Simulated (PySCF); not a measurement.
Isomers of C5H14BN and their computed core-level spectra.

Theory: PySCF, delta-SCF UKS SCAN, pcX-2 on the ionised atom, pcseg-1 elsewhere, spin-free X2C. Geometries: PBE0-D3(BJ)/def2-SVP; isolated species, one conformer each.

Line lists (1s up to Mg, 2p3/2 beyond; areas count atoms within a level, one atom standing for each set equivalent by bonding):
1. B 1s: 193.38 eV; C 1s: 288.98 (area 1), 290.37 (area 1), 291.59 (area 1), 291.94 (area 2) eV; N 1s: 406.50 eV
2. B 1s: 194.60 eV; C 1s: 289.49 (area 1), 290.26 (area 1), 290.27 (area 1), 291.48 (area 2) eV; N 1s: 404.79 eV
3. B 1s: 193.36 eV; C 1s: 290.83 (area 1), 290.93 (area 1), 291.01 (area 1), 291.82 (area 1), 292.06 (area 1) eV; N 1s: 406.81 eV

Structures:
A. `[BH3-][N@H+](C)C1CCC1`
B. `C[N+]1(C)[BH2-]CCC1`
C. `CCCBN(C)C`

**Question.** Match each list to its structure.

**Answer.** 
- 1 = B: another candidate has the same counts of sites, so positions decide. B 1s: 193.38 four-coordinate boron; C 1s: 288.98 sp3 carbon bound to boron, 290.37 ring CH2 carbon, 291.59 sp3 carbon bound to nitrogen, 291.94 N-methyl carbon (×2); N 1s: 406.50 nitrogen bonded to B and 3 C.
- 2 = C: another candidate has the same counts of sites, so positions decide. B 1s: 194.60 three-coordinate boron; C 1s: 289.49 sp3 carbon bound to boron, 290.26 chain CH2 carbon, 290.27 methyl carbon, 291.48 N-methyl carbon (×2); N 1s: 404.79 boron-bound nitrogen.
- 3 = A: no other candidate has these counts of sites. B 1s: 193.36 four-coordinate boron; C 1s: 290.83 four-membered-ring carbon, 290.93 four-membered-ring carbon, 291.01 four-membered-ring carbon, 291.82 sp3 carbon bound to nitrogen, 292.06 N-methyl carbon; N 1s: 406.81 nitrogen bonded to B, 2 C and H.

1 of these hole states is spin-contaminated (⟨S²⟩ 0.89, against 0.75; counted from 0.85) and less certain.
